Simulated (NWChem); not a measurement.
# C4H4F2; SMILES C(/F)=C/C(=C)F

```xyz
10

C      0.3351     2.2361     0.0000
C      0.0093     0.9387     0.0000
F     -1.2761     0.5822     0.0000
C      0.9547    -0.1640     0.0000
C      0.6826    -1.4740     0.0000
F     -0.5354    -1.9851     0.0000
H     -0.4434     2.9999     0.0000
H      1.3813     2.5402     0.0000
H      2.0123     0.1062     0.0000
H      1.4625    -2.2415     0.0000
```
Atoms are numbered in this order, from 1.

Computed with NWChem. Coordinates come from a PBE0/def2-SVP optimisation. Total energies of different functionals are on different scales.

```json
[
 {"level": "PBE/def2-SVP", "energy (Ha)": "-353.8085", "highest occupied level (eV)": "-5.61", "orbital gap (eV)": "3.88", "dipole (D)": "2.06"},
 {"level": "B3LYP/def2-SVP", "energy (Ha)": "-354.1967", "highest occupied level (eV)": "-6.52", "orbital gap (eV)": "5.46", "dipole (D)": "2.34"},
 {"level": "LDA (Slater exchange, VWN5)/def2-SVP", "energy (Ha)": "-351.5093", "highest occupied level (eV)": "-5.80", "orbital gap (eV)": "3.84", "dipole (D)": "2.15"},
 {"level": "PBE0/def2-SVP", "energy (Ha)": "-353.8199", "highest occupied level (eV)": "-6.78", "orbital gap (eV)": "5.88", "dipole (D)": "2.41"},
 {"level": "PW6B95/def2-SVP", "energy (Ha)": "-354.6009", "highest occupied level (eV)": "-6.87", "orbital gap (eV)": "6.05", "dipole (D)": "2.44"},
 {"level": "CAM-B3LYP/def2-SVP", "energy (Ha)": "-354.0581", "highest occupied level (eV)": "___", "orbital gap (eV)": "___", "dipole (D)": "2.43"}
]
```

**Question.** Some entries are withheld; supply them.

**Answer.** 
- CAM-B3LYP/def2-SVP, highest occupied level (eV): -7.99
- CAM-B3LYP/def2-SVP, orbital gap (eV): 8.26
